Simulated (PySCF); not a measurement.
C2H9AlO4Si, charge +1, doublet, geometry from GFN2-xTB (such geometries of metal compounds can be far from the true shape) (a state made from the parent by changing its charge; the spin is typed, not shown lowest); DF-SVWN5/STO-3G in PySCF.

Input for PySCF:
```python
from pyscf import gto, scf, dft

mol = gto.Mole()
mol.atom = '''
    Al   -0.019441    1.492968    0.934820
    C     1.123836    3.095566    0.425308
    H     2.159469    2.750496    0.398754
    H     0.973624    3.878822    1.167635
    H     0.800925    3.407578   -0.570384
    C    -1.173631    1.696805    2.598952
    H    -1.914877    0.895013    2.560719
    H    -1.635027    2.683976    2.573834
    H    -0.520263    1.590361    3.465953
    O    -0.002792    0.118355    0.069619
    Si    0.014973   -1.310420   -0.823883
    O     1.188202   -2.209088   -0.198816
    O     0.309704   -0.866595   -2.338903
    O    -1.442908   -1.957397   -0.630167
    H     1.012424   -2.895340    0.439551
    H     1.176566   -0.951074   -2.727975
    H    -2.128613   -1.858969   -1.285803
'''
mol.basis = 'sto-3g'
mol.charge = 1
mol.spin = 1
mol.verbose = 4
mol.build()

mf = dft.UKS(mol)
mf.xc = 'lda,vwn'
mf = mf.density_fit(auxbasis='def2-universal-jkfit')
mf.kernel()
```

It wrote (shortened):

```
PySCF version 2.14.0

[INPUT] verbose = 4
[INPUT] num. atoms = 17
[INPUT] num. electrons = 79
[INPUT] charge = 1
[INPUT] spin (= nelec alpha-beta = 2S) = 1
[INPUT] symmetry False subgroup None
[INPUT] Mole.unit = angstrom
[INPUT] Symbol           X                Y                Z      unit          X                Y                Z       unit  Magmom
[...]
nuclear repulsion = 551.79333153994
number of shells = 37
number of NR pGTOs = 171
number of NR cGTOs = 57
basis = sto-3g
ecp = {}

******** <class 'pyscf.df.df_jk.DFUKS'> ********
method = DFUKS
initial guess = minao
damping factor = 0
level_shift factor = 0
DIIS = <class 'pyscf.scf.diis.CDIIS'>
diis_start_cycle = 1
diis_space = 8
diis_damp = 0
SCF conv_tol = 1e-09
SCF conv_tol_grad = None
SCF max_cycles = 50
direct_scf = False
number electrons alpha = 40  beta = 39
XC library pyscf.dft.libxc version 7.1.2
    S. Lehtola, C. Steigemann, M. J. T. Oliveira, and M. A. L. Marques,  SoftwareX 7, 1–5 (2018)
XC functionals = lda,vwn
    P. A. M. Dirac,  Math. Proc. Cambridge Philos. Soc. 26, 376 (1930)
    F. Bloch,  Z. Phys. 57, 545 (1929)
    S. H. Vosko, L. Wilk, and M. Nusair,  Can. J. Phys. 58, 1200 (1980)
radial grids:
    Treutler-Ahlrichs [JCP 102, 346 (1995); DOI:10.1063/1.469408] (M4) radial grids

becke partition: Becke, JCP 88, 2547 (1988); DOI:10.1063/1.454033
pruning grids: <function nwchem_prune>
grids dens level: 3
symmetrized grids: False
atomic radii adjust function: <function treutler_atomic_radii_adjust>
small_rho_cutoff = 0
Set gradient conv threshold to 3.16228e-05
tot grids = 211200
init E= -898.542677401224

cycle= 1 E= -897.164569564763  delta_E= 1.38  |g|= 0.84  |ddm|=  3.6
cycle= 2 E= -892.734701635422  delta_E= 4.43  |g|= 2.53  |ddm|= 4.64
cycle= 3 E= -897.2763457495  delta_E= -4.54  |g|= 0.755  |ddm|= 4.08
cycle= 4 E= -897.558342241051  delta_E= -0.282  |g|= 0.503  |ddm|= 1.74
cycle= 5 E= -897.573629122325  delta_E= -0.0153  |g|= 0.387  |ddm|= 1.39
cycle= 6 E= -897.69378479907  delta_E= -0.12  |g|= 0.226  |ddm|= 1.23
cycle= 7 E= -897.715479024037  delta_E= -0.0217  |g|= 0.109  |ddm|= 0.299
cycle= 8 E= -897.540147201157  delta_E= 0.175  |g|= 0.401  |ddm|=  1.4
cycle= 9 E= -897.549363359865  delta_E= -0.00922  |g|= 0.39  |ddm|= 0.0363
cycle= 10 E= -897.550041601828  delta_E= -0.000678  |g|= 0.389  |ddm|= 0.0436
cycle= 11 E= -897.574697401184  delta_E= -0.0247  |g|= 0.365  |ddm|= 0.486
cycle= 12 E= -897.728914137447  delta_E= -0.154  |g|= 0.0678  |ddm|= 1.39
[...]
cycle= 20 E= -897.529432925263  delta_E= 0.00042  |g|= 0.415  |ddm|= 0.00808
cycle= 21 E= -897.54210640879  delta_E= -0.0127  |g|= 0.405  |ddm|= 0.196
cycle= 22 E= -897.539351408962  delta_E= 0.00275  |g|= 0.406  |ddm|= 0.0703

cycle= 23 E= -897.590428689623  delta_E= -0.0511  |g|= 0.361  |ddm|= 0.39
cycle= 24 E= -897.72660900506  delta_E= -0.136  |g|= 0.0723  |ddm|=  1.1
cycle= 25 E= -897.526862229647  delta_E=  0.2  |g|= 0.439  |ddm|=  1.3
cycle= 26 E= -897.722562755674  delta_E= -0.196  |g|= 0.0973  |ddm|= 0.931
cycle= 27 E= -897.731441272266  delta_E= -0.00888  |g|= 0.0276  |ddm|= 0.314
cycle= 28 E= -897.729640871719  delta_E= 0.0018  |g|= 0.0513  |ddm|= 0.317
cycle= 29 E= -897.731092689902  delta_E= -0.00145  |g|= 0.0358  |ddm|= 0.42
cycle= 30 E= -897.731962700887  delta_E= -0.00087  |g|= 0.0197  |ddm|= 0.134
cycle= 31 E= -897.541717339431  delta_E= 0.19  |g|=  0.4  |ddm|= 1.41

cycle= 32 E= -897.542801465351  delta_E= -0.00108  |g|= 0.398  |ddm|= 0.0195
cycle= 33 E= -897.536583100763  delta_E= 0.00622  |g|= 0.406  |ddm|= 0.108
cycle= 34 E= -897.537332304223  delta_E= -0.000749  |g|= 0.405  |ddm|= 0.0116

cycle= 35 E= -897.673215276105  delta_E= -0.136  |g|= 0.242  |ddm|= 0.917
cycle= 36 E= -897.730380337485  delta_E= -0.0572  |g|= 0.0387  |ddm|= 1.09
cycle= 37 E= -897.731755888464  delta_E= -0.00138  |g|= 0.0242  |ddm|= 0.176
cycle= 38 E= -897.731924548524  delta_E= -0.000169  |g|= 0.0185  |ddm|= 0.123
cycle= 39 E= -897.731195602471  delta_E= 0.000729  |g|= 0.0342  |ddm|= 0.254

cycle= 40 E= -897.732016987981  delta_E= -0.000821  |g|= 0.0163  |ddm|= 0.224

cycle= 41 E= -897.73185442791  delta_E= 0.000163  |g|= 0.0198  |ddm|= 0.0973

cycle= 42 E= -897.730806984791  delta_E= 0.00105  |g|= 0.0376  |ddm|=  0.4

cycle= 43 E= -897.731954870256  delta_E= -0.00115  |g|= 0.0186  |ddm|= 0.41
cycle= 44 E= -897.543678525913  delta_E= 0.188  |g|= 0.398  |ddm|= 1.41

cycle= 45 E= -897.731903170211  delta_E= -0.188  |g|= 0.0192  |ddm|= 1.41

cycle= 46 E= -897.731256935891  delta_E= 0.000646  |g|= 0.0316  |ddm|= 0.197

cycle= 47 E= -897.729205574898  delta_E= 0.00205  |g|= 0.054  |ddm|= 0.673

cycle= 48 E= -897.731792972268  delta_E= -0.00259  |g|= 0.0227  |ddm|= 0.23

cycle= 49 E= -897.732080134078  delta_E= -0.000287  |g|= 0.0149  |ddm|= 0.131

cycle= 50 E= -897.732078578166  delta_E= 1.56e-06  |g|= 0.0148  |ddm|= 0.00871
SCF not converged.
SCF energy = -897.732078578166 after 50 cycles  <S^2> = 0.75127591  2S+1 = 2.0012755
```

Convergence was not reached.
